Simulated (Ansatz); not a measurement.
Consider the ligand exchange at a B–O bond: `OB1CC1Cl` + HCl → `ClB1CC1Cl` + H₂O.

Computed with Ansatz on PBE0-D4/def2-TZVP structures; ΔE is electronic, products minus reactants. CBS: MP2 limit from def2 TZ/QZ plus the TZ coupled-cluster correction, frozen cores. This one scheme is used for every species. DFT in def2-TZVPP. B3LYP here is the variant with VWN-RPA as its local correlation; programs differ in this. One conformer a species, not always the lowest.

`OB1CC1Cl`:

Z-matrix (Å, degrees):
```
C
B 1 1.519
C 1 1.558 2 59.5
H 1 1.086 2 124.6 3 100.5
H 1 1.088 2 117.5 3 -106.4
O 2 1.334 1 147.7 3 169.4
Cl 3 1.764 1 118.8 2 -110.2
H 3 1.084 1 114.8 2 115.1
H 6 0.962 2 113.4 1 -168.6
```

HCl:

Z-matrix (Å, degrees):
```
Cl
H 1 1.279
```

`ClB1CC1Cl`:

```xyz
8

Cl   -1.052   -1.940    1.500
B    -0.262   -0.722    0.602
C     0.234    0.706    0.491
C     0.194   -0.212   -0.757
Cl   -1.007    0.100   -2.003
H     1.231    1.017    0.791
H    -0.499    1.507    0.560
H     1.160   -0.456   -1.185
```

H₂O:

Z-matrix (Å, degrees):
```
O
H 1 0.960
H 1 0.960 2 105.1
```

Task: Is it downhill or uphill in electronic energy at CCSD(T)/CBS, and by how much? (Estimate.)

Result: Ansatz gave: Uphill: ΔE = +9.4 kcal/mol.

Task: What do these levels give: r2SCAN-D4, B3LYP-D4, BHLYP-D4, revPBE, r2SCAN, r2SCANh, HF/def2-SVP, MP2/def2-SVP, CCSD(T)/def2-SVP, HF/def2-QZVPP, MP2/def2-QZVPP, MP2/CBS(def2)? (An estimate is asked.)

Result: The calculation gave: r2SCAN-D4 10.0, B3LYP-D4 10.8, BHLYP-D4 11.1, revPBE 9.5, r2SCAN 10.1, r2SCANh 10.2, HF/def2-SVP 14.1, MP2/def2-SVP 12.9, CCSD(T)/def2-SVP 13.5, HF/def2-QZVPP 12.3, MP2/def2-QZVPP 8.7, MP2/CBS(def2) 8.2 kcal/mol.

Largest T1 diagnostic among the species: 0.012.

In def2-TZVPP, CCSD(T) changes the Hartree–Fock value by −1.9 kcal/mol (the triples alone add −0.4 kcal/mol) and MP2 by −3.1 kcal/mol. At CCSD(T), def2-SVP lies +4.0 kcal/mol from the extrapolated value and def2-TZVPP +0.9 kcal/mol.
